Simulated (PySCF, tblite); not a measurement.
Species: C₇H₁₃O₂S (charge +1).
Atom-mapped SMILES: `[CH3:1][O:2][C:3](=[O:4])[C@@H:5]1[CH2:6][CH2:7][CH2:8][S@+:9]1[CH3:10]` (hydrogens: H11, H12, H13 on C1; H14 on C5; H15, H16 on C6; H17, H18 on C7; H19, H20 on C8; H21, H22, H23 on C10)

Structure used (GFN2-xTB), in Å, numbered top down from 1:
```xyz
23
C7H13O2S angstrom
C      3.6104    0.8328    0.3561
O      2.3790    0.2189    0.7535
C      1.3739    0.2234   -0.0891
O      1.3389    0.7199   -1.1822
C      0.1762   -0.5313    0.5010
C     -0.4329   -1.5151   -0.4908
C     -1.8446   -1.8079   -0.0039
C     -2.4987   -0.4584    0.2480
S     -1.1965    0.6175    0.9730
C     -1.1263    1.9358   -0.2624
H      3.7384    1.7508    0.9293
H      3.5960    1.0524   -0.7117
H      4.4090    0.1332    0.5940
H      0.4740   -1.0105    1.4356
H      0.1713   -2.4206   -0.5383
H     -0.4467   -1.0675   -1.4873
H     -1.8108   -2.3949    0.9146
H     -2.4132   -2.3691   -0.7439
H     -2.8376    0.0076   -0.6751
H     -3.3232   -0.5113    0.9555
H     -0.8557    1.5468   -1.2399
H     -0.3830    2.6618    0.0564
H     -2.1028    2.4127   -0.2821
```

Structure optimised with GFN2-xTB, isolated species.

Masses are those of the commonest isotopes; rigid-rotor values at the optimised geometry. The values belong to one conformer with, in the numbering `[CH3:1][O:2][C:3](=[O:4])[C@@H:5]1[CH2:6][CH2:7][CH2:8][S@+:9]1[CH3:10]`, C1–O2–C3–O4 -2°, O2–C3–C5–C6 -133°, C3–C5–C6–C7 -160°, C5–C6–C7–C8 50°, C6–C7–C8–S9 -38°, C7–C8–S9–C10 120°.

(1) What are A, B and C (MHz)?

(2) What kind of rotor is it?

(3) Is it planar, by Δ = Ic − Ia − Ib?

(4) Estimate the classical rotational partition function at 25 K, 100 K and 200 K.

## Answers

(1) Ia = 242.08, Ib = 653.77, Ic = 744.35 u·Å²; 505379 MHz·u·Å²/I gives A = 2088, B = 773.0, C = 679.0 MHz.

(2) An asymmetric top: κ = (2 × 773.0 − 2088 − 679.0)/(2088 − 679.0) = -0.87.

(3) Not planar: Δ = Ic − Ia − Ib = -151.50 u·Å². For a rigid frame Δ = −2 Σ m c², so Σ m c² = 75.75 u·Å² lies off the ab plane: 12.36 from hydrogen and 63.39 from heavier atoms. The atom farthest from that plane is 1.58 Å away.

(4) Point group C1, symmetry number σ = 1; q = (√π/σ)·√((kT/h)³/(ABC)), k/h = 20836.6 MHz/K: 20100 at 25 K, 161000 at 100 K, 456000 at 200 K.

Its GFN2-xTB frequencies are all real (lowest 35 cm⁻¹). Zero-point vibration and centrifugal distortion are left out.

All values are computed, not measured.
